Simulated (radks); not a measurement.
Spin polarisation of the 3p3 shell in Cl2+. Start: [Ne] 3s2 3p(up 1.5, down 1.5); electrons of 3p are moved from spin down to spin up, other shells keep equal spins. Calculated with a radial shooting solver on a logarithmic mesh with Libxc functionals: scalar-relativistic Kohn-Sham, BLYP, spin-polarised, spherical densities, point nucleus.

moment (Bohr magnetons) = 0: E - E(0) (eV) 0.000; e(3p up) (eV) -31.539; e(3p down) (eV) -31.539; 3s down minus up (eV) 0.000
moment (Bohr magnetons) = 0.75: E - E(0) (eV) -0.170; e(3p up) (eV) -31.958; e(3p down) (eV) -31.055; 3s down minus up (eV) 0.961
moment (Bohr magnetons) = 1.5: E - E(0) (eV) -0.673; e(3p up) (eV) -32.302; e(3p down) (eV) -30.526; 3s down minus up (eV) 1.895
moment (Bohr magnetons) = 2.25: E - E(0) (eV) -1.495; e(3p up) (eV) -32.568; e(3p down) (eV) -29.970; 3s down minus up (eV) 2.778
moment (Bohr magnetons) = 3: E - E(0) (eV) -2.614; e(3p up) (eV) -32.761; e(3p down) (eV) -29.401; 3s down minus up (eV) 3.605

At moment 3 the spin-polarisation energy is -2.614 eV and the 3p exchange splitting 3.360 eV, that is 1.120 eV per Bohr magneton; E = -I m^2/4 would give I = 1.162 eV.
